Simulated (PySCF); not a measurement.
**Potential energy of CsS⁺ along the bond**

Set-up: basis Cs def2-SVPD with ECP46, S def2-SVPD; scalar-relativistic core potentials; PySCF 2.14. Energies in eV from Cs⁺ + S in their ground configurations at the same level. State: ³Σ⁻ (triplet), unpaired electrons π ↑↑.

All columns are PBE0. A positive dipole points towards S; it is taken about the centre of mass and depends on that origin.

```tsv
R (Å)	E (eV)	μ (D)	Mulliken charge on Cs (basis-dependent)	HOMO (eV)	LUMO (eV)	Mayer bond order	⟨S²⟩
3.270	-0.108	-1.59	0.97	-11.92	-8.83	0.08	2.00
3.422	-0.189	-1.77	0.97	-11.79	-8.66	0.07	2.00
3.574	-0.228	-1.96	0.98	-11.64	-8.51	0.06	2.00
3.688	-0.239	-2.11	0.98	-11.54	-8.40	0.06	2.00
3.802	-0.241	-2.26	0.98	-11.43	-8.29	0.05	2.00
3.916	-0.237	-2.41	0.98	-11.32	-8.19	0.04	2.00
4.068	-0.225	-2.62	0.98	-11.17	-8.06	0.04	2.00
4.258	-0.205	-2.88	0.99	-11.00	-7.91	0.03	2.00
4.486	-0.179	-3.19	0.99	-10.81	-7.74	0.02	2.00
4.790	-0.146	-3.60	1.00	-10.57	-7.53	0.01	2.00
```

A fit through these points gives, at Re = 3.775 Å, μ = -2.22 D and dμ/dR = -1.32 D/Å; the reduced mass is 25.77 u.

Problem. How strong is the fundamental in the double-harmonic approximation, I = 42.26·(dμ/dR)²/μred km/mol?

Solution. I = 42.26·(-1.32)²/25.77 = 2.86 km/mol at PBE0.

The bond is weak. Basis-set superposition, not corrected here, can be much of De in a small basis, most of all at correlated wavefunction levels. These are scalar-relativistic numbers at best; spin–orbit coupling would shift them, the dissociation energy most. For an ion De counts to the pair picked by the measured ionisation energies or electron affinities, which need not be the lowest pair at this level. The state is the lowest determinant that a PBE0 search found; another state may lie lower at other levels.
